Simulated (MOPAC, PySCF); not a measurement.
CH$_{6}$Si$_{2}$, SMILES `C[SiH]=[SiH2]`, neutral singlet in the gas phase. 

Z-matrix (Å, degrees):
```
Si
H 1 1.4974
C 1 1.8831 2 112.39
H 3 1.0978 1 110.56 2 -173.73
H 3 1.0994 4 108.88 1 -122.19
H 3 1.1000 4 108.35 5 -117.15
Si 1 2.1774 2 117.24 3 -150.78
H 7 1.4947 1 116.73 2 -37.95
H 7 1.4959 8 112.01 1 139.04
```
Charge 0, multiplicity 1.

All levels are single points at this geometry (PBE-D3(BJ)/def2-TZVP); Pople sets use spherical d functions. Orbital energies aren't observables, and empty levels follow the basis.

| level | HOMO (eV) | LUMO (eV) | gap (eV) | dipole (D) | vertical IE, Delta-SCF (eV) |
|---|---|---|---|---|---|
| PBE-D3(BJ)/def2-TZVP in PySCF | -5.04 | -2.60 | 2.44 | 1.45 | 7.74 |
| B3LYP/6-31G* in PySCF | -5.55 | -1.92 | 3.63 | 1.46 | 7.71 |
| B3LYP/LANL2DZ in PySCF | -5.76 | -2.04 | 3.72 | 1.30 | – |
| HF/STO-3G in PySCF | -3.74 | 5.95 | 9.69 | 0.54 | – |
| PM6 in MOPAC | -7.02 | -1.25 | 5.76 | 1.15 | – |
| PM7 in MOPAC | -8.06 | -1.89 | 6.17 | 0.59 | – |
